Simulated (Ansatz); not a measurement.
Input for Ansatz (a quantum-chemistry and plane-wave program): R-wB97M-V/def2-TZVPP on SiH4 (SMILES [SiH4]).

Ansatz 0.2 input:
```yaml
crystal:
  periodic: [false, false, false]
  atoms:
    - {symbol: Si, position_ang: [0.00000000, -0.00000000, -0.00000000]}
    - {symbol: H, position_ang: [0.85467615, 0.85467615, 0.85467615]}
    - {symbol: H, position_ang: [-0.85467615, -0.85467615, 0.85467615]}
    - {symbol: H, position_ang: [-0.85467615, 0.85467615, -0.85467615]}
    - {symbol: H, position_ang: [0.85467615, -0.85467615, -0.85467615]}
basis:
  gaussian:
    orbitals: def2-TZVPP
hamiltonian:
  xc: {name: wB97M-V}
scf: {lower_state_search: off}
```

**Question.** What total energy does the run end on?

**Answer.** -291.8464 hartree.
